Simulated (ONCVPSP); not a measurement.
Transferability test, ONCV potential for niobium (Nb)

| Quantity | Value |
| --- | --- |
| Element | Nb |
| Generator | ONCVPSP 4.0.1 |
| Type | optimised norm-conserving Vanderbilt (ONCV) |
| Functional | PBE |
| Relativity | scalar-relativistic |
| Frozen core | [Ar] 3d10 |
| Valence charge | 13 |
| Reference configuration | 4s2 4p6 4d4 5s1 |
| Partial waves | 4s+5s: rc 2.00 bohr, ncon 4, nbas 7, qcut 6.6 1/bohr, 2 projectors; 4p: rc 1.95 bohr, ncon 4, nbas 8, qcut 5.7 1/bohr, 2 projectors, debl 0.4 Ha; 4d: rc 2.05 bohr, ncon 3, nbas 8, qcut 9.2 1/bohr, 2 projectors, debl 0.4 Ha |
| Local potential | polynomial inside 1.50 bohr (lpopt 1, dvloc0 0 Ha) |
| Core correction | Teter function, fcfact 5.5, rcfact 1.05 |

In the p channel the program set the typed energies aside and used -1.269, 0.250 Ha.

Energies are relative to the spin-unpolarised reference configuration 4s2 4p6 4d4 5s1; without spin polarisation the order of configurations can differ from experiment. Not all tests gave a result: 1 of 4 tests not solved or not reliable.

| valence configuration | charge | ΔE all-electron (eV) | error AE − PS (meV) |
| --- | --- | --- | --- |
| 4s2 4p6 4d4 5s0 | +1 | 6.637 | -2.5 |
| 4s2 4p6 4d3 5s0 | +2 | 20.678 | -0.7 |
| 4s2 4p6 4d3 5s2 | 0 | -0.516 | -1.1 |

Levels in the configuration 4s2 4p6 4d3 5s2:

```csv
level,all-electron (eV),pseudo (eV)
4s,-60.830,-60.785
4p,-36.816,-36.801
4d,-4.635,-4.640
5s,-4.684,-4.681
```
